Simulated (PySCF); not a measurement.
Simulated outer-valence photoelectron spectrum of `CC(C)=[Se]`. Computed with EOM-IP-CCSD/aug-cc-pVDZ in PySCF, restricted Hartree–Fock reference, 12 core orbitals frozen, non-relativistic, gas phase, PBE0-D3(BJ)/def2-SVP geometry.

Each root has a Gaussian of 0.5 eV full width with its one-hole share as area; cross sections and vibrations are left out, and the highest printed point is 100.

| ionisation energy (eV) | intensity |
| --- | --- |
| 7.4 | 0 |
| 7.6 | 5 |
| 7.8 | 27 |
| 8.0 | 55 |
| 8.2 | 47 |
| 8.4 | 16 |
| 8.6 | 2 |
| 8.8 | 0 |
| 9.0 | 0 |
| 9.2 | 1 |
| 9.4 | 9 |
| 9.6 | 35 |
| 9.8 | 58 |
| 10.0 | 40 |
| 10.2 | 11 |
| 10.4 | 1 |
| 10.6 | 0 |
| 10.8 | 0 |
| 11.0 | 0 |
| 11.2 | 0 |
| 11.4 | 2 |
| 11.6 | 15 |
| 11.8 | 45 |
| 12.0 | 56 |
| 12.2 | 29 |
| 12.4 | 7 |
| 12.6 | 10 |
| 12.8 | 36 |
| 13.0 | 57 |
| 13.2 | 38 |
| 13.4 | 11 |
| 13.6 | 7 |
| 13.8 | 28 |
| 14.0 | 55 |
| 14.2 | 46 |
| 14.4 | 19 |
| 14.6 | 23 |
| 14.8 | 57 |
| 15.0 | 86 |
| 15.2 | 100 |
| 15.4 | 96 |
| 15.6 | 61 |
| 15.8 | 20 |
| 16.0 | 3 |
| 16.2 | 0 |

**Question.** Where are the maxima, and how many lines lie under the curve?

**Answer.** 6 maxima, at 8.1, 9.8, 11.9, 13.0, 14.1 and 15.3 eV, from 8 lines. At this width some lines have no maximum of their own.

**Question.** List the lines with their holes.

**Answer.** 
```csv
E (eV),leading hole (HF orbital),area,Koopmans (eV)
8.06,HOMO,0.95,8.51
9.82,HOMO-1,0.96,9.63
11.95,HOMO-2,0.95,12.84
13.01,HOMO-3,0.95,14.43
14.06,HOMO-4,0.95,15.19
14.90,HOMO-5,0.91,16.52
15.22,HOMO-6,0.93,16.55
15.48,HOMO-7,0.94,16.70
```

The widest gap, 2.13 eV, lies between 9.82 and 11.95 eV. Only orbitals with −ε under 21 eV, eight at most, were ionised, so the high end of the curve may lack lines.
